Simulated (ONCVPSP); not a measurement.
## fluorine: excitation energies, all-electron against ONCV

ONCVPSP 4.0.1 input, shortened (lines: element, Z, core and valence counts, functional; n l f; lmax; l rc ep ncon nbas qcut; lloc lpopt rc5 dvloc0; l nproj debl; icmod fcfact rcfact), PBE, fully relativistic:

```
  F 9.00    1    2        4      upf
    1    0    2.00
    2    0    2.00
    2    1    5.00
    1
    0    0.75    0.00    4    9    9.10
    1    1.40    0.00    3    7    9.90
    4    5    0.70    2.00
    0    2    2.30
    1    2    0.60
    1    0.30    0.00
```

Open shells are filled in proportion to 2j + 1.

Energies are relative to the spin-unpolarised reference configuration 2s2 2p5; without spin polarisation the order of configurations can differ from experiment.

| valence configuration | charge | ΔE all-electron (eV) | error AE − PS (meV) |
| --- | --- | --- | --- |
| 2s2 2p4 | +1 | 19.390 | +36 |
| 2s2 2p3 | +2 | 57.775 | +278 |
| 2s2 2p2 | +3 | 118.412 | +1034 |
| 2s2 2p4.5 | +0.5 | 7.543 | +5.9 |

Levels in the configuration 2s2 2p4.5:

```csv
level,all-electron (eV),pseudo (eV)
2s j=1/2,-38.205,-38.215
2p j=3/2,-19.208,-19.179
2p j=1/2,-19.277,-19.247
```
